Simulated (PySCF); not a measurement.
In(Cl)(Br)(OH) (BrClHInO), SMILES [In]([Br])([Cl])[OH]. Coordinates come from a B3LYP-D3(BJ)/def2-SVP optimisation. The structure was generated by enumeration; whether it is a known compound was not checked. The def2 effective core potentials stand for the cores of In; spin–orbit coupling is left out. One conformer was computed; it need not be the lowest.

Q: Give the equilibrium geometry at B3LYP-D3(BJ)/def2-SVP (PySCF confirms it by a frequency run) as Cartesian coordinates in Å, and its point group. (The exact figures need the calculation; the answer reports its results.)

A: This is not unique; one that fits is point group Cs.
```xyz
5

In     0.2927     0.4549     0.0000
Cl    -1.3861     2.1029     0.0000
Br    -0.3075    -1.9420     0.0000
O      2.2108     0.9961     0.0000
H      2.2975     1.9616     0.0000
```
Charge 0, spin multiplicity 1.
